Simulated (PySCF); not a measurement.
CH8ClO2Si3 (doublet state).
Geometry (GFN2-xTB, Å), atoms numbered from 1 in this order:
```
atom  x, y, z in Å
C1     0.9805   -1.9464   -0.3601
Si2    0.0672   -0.8036    0.8349
O3    -1.3199   -0.3334    0.1461
Si4   -2.3261    0.8652   -0.2843
O5     0.9702    0.5156    1.1479
Si6    1.5355    1.9733    0.7337
Cl7    1.7864    2.0926   -1.2679
H8     0.3731   -2.8074   -0.6189
H9     1.2355   -1.4320   -1.2837
H10    1.9026   -2.3118    0.0809
H11   -0.2348   -1.3261    2.1579
H12   -3.2781    0.1851   -1.1584
H13   -2.9415    1.3921    0.9343
H14   -1.5704    1.9121   -0.9723
H15    2.8153    2.0327    1.4239
```

The hyperfine couplings belong to this conformer and change with its torsions.

The species is `C[Si@H](O[SiH3])O[SiH]Cl` [radical].

Level of theory: UKS B3LYP, pcH-1 on C Cl H O Si, non-relativistic, mean-field spin-orbit, GIAO in PySCF. Isolated species at its GFN2-xTB geometry (one conformer only). GFN2-xTB frequencies show an imaginary mode (21i cm⁻¹), so this geometry is no minimum at that level. The geometry wasn't refined by DFT: couplings that depend on bond lengths, twists or pyramidal angles can differ widely from those at the functional's own minimum, by a factor of two or more for some ions and for spin on atoms past the first row. No stability test was run, so a lower SCF solution isn't excluded.

Task: Give the principal g shifts and their parts.

Result: 
```csv
Δg (ppm),1,2,3
relativistic mass correction,-181,-181,-181
gauge correction,69,26,49
orbital Zeeman/spin–orbit,-1529,-145,4876
total,-1642,-300,4743
```

So g = 2.00068, 2.00202, 2.00706 and g_iso = 2.00325; the tensor is rhombic: the two nearest values differ by 21 % of g3 − g1. Axes: g3 points within 14° of the O5–Si6 bond.

Task: How much does each term add to the isotropic shift?

Result: The orbital-Zeeman/spin–orbit term 1067, the mass correction -181 and the gauge correction 48 ppm, for a total of 934 ppm. The orbital-Zeeman/spin–orbit term is the largest in size. The mass correction is the same along every axis, so the anisotropy comes from the other two: their spans along these axes are 43 (gauge) and 6405 ppm (orbital Zeeman/spin–orbit).

Task: What effective moment and Curie constant follow for a powder?

Result: With the mean of g² = 4.0130 and S(S+1) = 0.75: μ_eff = √(⟨g²⟩S(S+1)) = 1.735 μB and χT = 0.12505·⟨g²⟩·S(S+1) = 0.376 cm³ K/mol (cgs; spin-Hamiltonian part alone).

Task: In a frozen sample, at which fields do the three g values resonate at 9.5, 34, 94 and 263 GHz (hyperfine left aside), and which band first spreads them over more than twice a line width of 0.5 mT?

Result: 
```tsv
band	GHz	B(g3) mT	B(g2) mT	B(g1) mT	spread mT
X	9.5	338.18	339.03	339.26	1.08
Q	34.0	1210.34	1213.39	1214.20	3.86
W	94.0	3346.23	3354.66	3356.91	10.68
J	263.0	9362.32	9385.90	9392.20	29.88
```

The spread grows in proportion to the frequency. X band is the first where it exceeds 1.0 mT.

Largest spin populations (Mulliken): Si6 (+0.78), H15 (+0.09) and Cl7 (+0.07). Si6 is the only atom above +0.15. The angles at Si6 add up to 324.4°, so it is pyramidal.

The HOMO–LUMO gaps are 5.97 eV among the α and 5.26 eV among the β orbitals.
